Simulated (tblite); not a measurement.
Compound: C4H5F2N2Si (doublet state).
Bonds: N1–C2 (double), C2–C3, C3–F4, C3–F5, C3–C6, C6–Si7, Si7–C8, C8–N9 (triple). Hydrogens: H10 on C2; H11, H12 on C6; H13, H14 on Si7.
Bond orders are those of one Lewis drawing.

Computed with GFN2-xTB (tblite), gas phase: L-BFGS steps from a force-field or distance-geometry start until the largest atomic force falls under 0.01 eV/Å.

Step 35: E = -761.6943 eV
```
atom  x, y, z in Å  |  force x, y, z in eV/Å
N1      1.6382   -0.5956   -1.9110   -0.066   0.158   0.303
C2      1.8960   -0.2713   -0.7679    0.110  -0.114  -0.276
C3      1.0638   -0.5846    0.4890   -0.023  -0.080   0.052
F4      0.4481   -1.7804    0.3649   -0.080  -0.074  -0.092
F5      1.9292   -0.7551    1.5313    0.054   0.059   0.020
C6      0.0722    0.5107    0.7874    0.006  -0.005   0.055
Si7    -1.2999    0.7132   -0.5364    0.003   0.075   0.048
C8     -2.6227   -0.5529   -0.1726    0.062  -0.080   0.029
N9     -3.4493   -1.3000    0.0912    0.007   0.015  -0.042
H10     2.7832    0.2978   -0.4654    0.055   0.013  -0.032
H11    -0.3623    0.2618    1.7585   -0.114   0.003   0.013
H12     0.6179    1.4436    0.9245    0.048   0.026  -0.074
H13    -0.7920    0.6155   -1.8979   -0.014  -0.096   0.022
H14    -1.9232    1.9968   -0.2180   -0.049   0.099  -0.025
```

Step 36: E = -761.6989 eV
```
atom  x, y, z in Å  |  force x, y, z in eV/Å
N1      1.6240   -0.5534   -1.9168   -0.015   0.182   0.406
C2      1.9079   -0.2721   -0.7675    0.035  -0.130  -0.294
C3      1.0661   -0.5839    0.4876   -0.044   0.001   0.065
F4      0.4481   -1.7802    0.3656   -0.018  -0.022  -0.091
F5      1.9303   -0.7472    1.5328    0.016   0.022   0.010
C6      0.0711    0.5130    0.7829    0.005   0.000   0.051
Si7    -1.3055    0.7087   -0.5438    0.098   0.042   0.125
C8     -2.6242   -0.5566   -0.1684   -0.027  -0.155   0.029
N9     -3.4577   -1.2961    0.0981    0.077   0.061  -0.055
H10     2.8211    0.2487   -0.4495    0.009  -0.019  -0.080
H11    -0.3610    0.2690    1.7585   -0.096  -0.004  -0.055
H12     0.6131    1.4504    0.9179    0.037  -0.031  -0.100
H13    -0.7932    0.6180   -1.9033   -0.018  -0.103   0.015
H14    -1.9409    1.9813   -0.2163   -0.060   0.154  -0.025
```

Task: Estimate the geometry and energy of step 37. (The exact step hangs on the optimiser's Hessian estimate; all steps are aligned on step 36, rigid shifts and turns removed.)

Result: E = -761.7015 eV, largest force 0.349 eV/Å
```
atom  x, y, z in Å  |  force x, y, z in eV/Å
N1      1.6111   -0.5237   -1.9163   -0.157   0.024  -0.202
C2      1.9131   -0.2713   -0.7728   -0.221  -0.138   0.232
C3      1.0644   -0.5857    0.4871   -0.086   0.108   0.079
F4      0.4351   -1.7782    0.3631    0.090   0.064  -0.067
F5      1.9372   -0.7473    1.5244   -0.035  -0.049   0.027
C6      0.0721    0.5168    0.7907    0.002   0.012   0.012
Si7    -1.3043    0.7104   -0.5443    0.195  -0.040   0.225
C8     -2.6138   -0.5593   -0.1588   -0.008  -0.099  -0.038
N9     -3.4565   -1.2939    0.0881    0.012  -0.019  -0.002
H10     2.8251    0.2233   -0.4512    0.304   0.124   0.034
H11    -0.3625    0.2781    1.7693   -0.045  -0.025  -0.143
H12     0.6149    1.4557    0.9259    0.028  -0.092  -0.121
H13    -0.7820    0.6001   -1.8963   -0.010  -0.091  -0.027
H14    -1.9547    1.9746   -0.2311   -0.069   0.222  -0.009
```

The energy changes by -0.0026 eV. The first-order estimate −F·Δx gives -0.0108 eV and the mean of the old and new forces, exact on a quadratic surface, -0.0027 eV. The step makes an angle of 75° with the force vector and moves no atom by more than 0.032 Å.

What follows is the cost of the whole relaxation. The run took 0.51 s wall on one thread of an Arm Neoverse V2, shared host with 96 logical CPUs at a one-minute load of 27.
